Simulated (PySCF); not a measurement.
A small calculation by hand: chemical shift, span and skew from a shielding tensor

CH3Cl2NSi2, SMILES [SiH2]1[Si](Cl)(Cl)C=N1. Atoms are numbered in the order given.

```xyz
9

Cl     1.4752    -0.1011    -1.6808
Si     0.2612     0.0197     0.0000
Cl     1.4752    -0.1011     1.6808
C     -0.9885     1.4763     0.0000
N     -2.1634     0.9455     0.0000
Si    -1.9211    -0.8504     0.0000
H     -0.8654     2.5776     0.0000
H     -2.4890    -1.4934     1.2194
H     -2.4890    -1.4934    -1.2194
```

Coordinates come from a r2SCAN-D4/def2-SVP optimisation. This is a generated structure with no PubChem entry under its InChIKey; it may be hypothetical.

GIAO shieldings from PySCF with PBE/pcSseg-1, non-relativistic, no solvent. The symmetric part of the tensor of Si6 has the principal values 169.5, 314.9, 425.0 ppm. The same nucleus in TMS has σ = 335.4 ppm at this level (PySCF, at its B3LYP-D3(BJ)/def2-TZVP geometry). Without spin–orbit terms, shifts of atoms bonded to Cl or Br come out too high.

Work out the isotropic shielding, the ²⁹Si shift against TMS, the span and the skew.


σ(iso) = (σ11 + σ22 + σ33)/3 = 303.1 ppm. δ = σ(ref) − σ(iso) = 335.4 − (303.1) = 32.3 ppm.
Span Ω = σ33 − σ11 = 255.5 ppm. Skew κ = 3(σ(iso) − σ22)/Ω = -0.14. Tumbling in solution averages the tensor to δ; in a static solid the shielding alone would spread this spin-1/2 line over Ω.
